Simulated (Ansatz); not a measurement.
Method: frozen-core CCSD(T)/cc-pVTZ // M06-2X/def2-TZVP in Ansatz (an electronic-structure program). The geometry is that of the parent before the electron was removed.

Ansatz 0.2 input:
```yaml
crystal:
  periodic: [false, false, false]
  atoms:
    - { symbol: B, position_ang: [1.24861, 0.011236, 0.046484] }
    - { symbol: Ge, position_ang: [-0.824275, 0.021517, -0.048275] }
    - { symbol: H, position_ang: [1.843708, -1.00963, -0.075783] }
    - { symbol: H, position_ang: [1.868707, 1.002157, 0.255921] }
    - { symbol: H, position_ang: [-1.35273, -0.48576, 1.319133] }
    - { symbol: H, position_ang: [-1.430395, 1.421948, -0.295173] }
    - { symbol: H, position_ang: [-1.360834, -0.941217, -1.133911] }
basis:
  gaussian: { orbitals: cc-pVTZ }
correlation:
  method: ccsd_t
total_charge: 1
magnetization:
  spin_polarized: true
  initial_magnetization: 1
```

Output:

```
Functional definition: HF
830 factors; integrals over basis functions are off by at most 1.4e-3 eV
mean field evaluation 1: about -57213.5654 eV, gradient 9.7e0 eV
mean field evaluation 2: about -57213.5674 eV, gradient 9.7e0 eV
mean field evaluation 4: about -57214.7007 eV, gradient 8.4e-1 eV
mean field evaluation 8: about -57214.7130 eV, gradient 1.8e-3 eV
mean field evaluation 16: about -57214.7095 eV, gradient 1.7e-1 eV
mean field evaluation 32: about -57213.3588 eV, gradient 1.9e-1 eV
mean field evaluation 64: about -57213.1188 eV, gradient 9.7e-2 eV
mean field -57214.71300851 eV, -2102.6019215375 hartree, gradient 3.2e-6 eV, S^2 0.759348; 3 other end points of the search recorded, 0 dependent functions left out
determinant -57214.71300851 eV, -2102.6019215375 hartree, with singles and doubles -57223.61621151 eV, -2102.9291082129 hartree
determinant -57213.36568772 eV, -2102.5524084114 hartree, with singles and doubles -57222.39131500 eV, -2102.8840940962 hartree
determinant -57213.11842766 eV, -2102.5433217718 hartree, with singles and doubles -57222.18468227 eV, -2102.8765004836 hartree
10 core orbitals not correlated
reference -57214.71300851 eV, -2102.6019215375 hartree; 11, 10 occupied and 122, 123 virtual orbitals, 830 factors
second order -7.66629149 eV of doubles, -0.00000000 eV of singles
cycle   1  -8.71031146 eV  change   -6.2e-1 eV  update   2.3e-2
cycle   2  -8.72735268 eV  change   -1.7e-2 eV  update   5.9e-3
cycle   3  -8.73116351 eV  change   -3.8e-3 eV  update   2.4e-3
cycle   4  -8.73353805 eV  change   -2.4e-3 eV  update   8.5e-4
cycle   5  -8.73353034 eV  change    7.7e-6 eV  update   4.0e-4
cycle   6  -8.73372369 eV  change   -1.9e-4 eV  update   2.1e-4
cycle   7  -8.73372161 eV  change    2.1e-6 eV  update   1.5e-4
cycle   8  -8.73369571 eV  change    2.6e-5 eV  update   1.1e-4
cycle   9  -8.73370593 eV  change   -1.0e-5 eV  update   6.4e-5
cycle  10  -8.73368856 eV  change    1.7e-5 eV  update   2.4e-5
perturbative correction -0.29862022 eV, -0.0109740908 hartree
Total energy: -57223.74531730 eV, -2102.9338527630 hartree
```

Cost: roughly 50 core-seconds.
